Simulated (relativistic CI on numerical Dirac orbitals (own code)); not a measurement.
V+ in a cubic cluster: 2p photoemission with charge transfer

Computed with a charge-transfer multiplet model of a cubic metal-ligand cluster with up to one ligand hole, Slater and spin-orbit integrals from Dirac-Coulomb-Breit ions, Slater integrals scaled by 0.7. The ground state mixes d4 with configurations of k ligand holes L, whose averages lie at kΔ + k(k − 1)U_dd/2; a core hole lowers each added d electron by U_cd. 300 K, Lorentzian 0.6 eV and Gaussian 0.8 eV FWHM.

Atomic integrals in eV (Slater integrals scaled, ζ unscaled), ground: F2dd 5.287, F4dd 3.249, zeta_d 0.015; with the core hole: F2dd 6.869, F4dd 4.275, zeta_d 0.030, zeta_core 4.613, F2cd 3.776, G1cd 2.721, G3cd 1.543.

Cluster parameters (eV): Δ = 9.8, U_dd = 5.4, U_cd = 6.9, 10Dq(ligand) = 0.6, V(eg) = 1.55, V(t2g) = -0.67, final-state hopping factor = 1.

| Case | n_d | d4 | d5L | S |
| --- | --- | --- | --- | --- |
| 10Dq = 0.6 eV | 4.07 | 0.93 | 0.07 | 2.00 |
| 10Dq = 0.9 eV | 4.07 | 0.93 | 0.07 | 2.00 |
| 10Dq = 1.8 eV | 4.08 | 0.92 | 0.08 | 1.00 |

Weights, n_d and S are thermal averages at 300 K. Binding energies count from the first peak over 30 % of the highest in each spectrum, which can be another peak from case to case. The parameters are a model scan and need not match a compound or its usual spin state. Peaks in eV (height, largest 100):
- 10Dq = 0.6 eV: 0.0 (100), 3.4 (25), 8.0 (68)
- 10Dq = 0.9 eV: 0.0 (100), 3.4 (23), 7.9 (66)
- 10Dq = 1.8 eV: 0.0 (100), 7.6 (54)

For the case 10Dq = 0.9 eV, Δ = 9.8 eV is larger than U_dd = 5.4 eV, the Mott-Hubbard side of the Zaanen-Sawatzky-Allen scheme. With the core hole the average of the configuration with one ligand hole lies at Δ − U_cd = 2.9 eV before mixing: the effective hopping of about 2.9 eV (from the holes of the mixed ground state) is comparable with this gap or larger, so the configurations mix strongly. The thermal average of S changes within this range, from 2.0 to 1.0; a value between half-integers is an average over states of different spin.
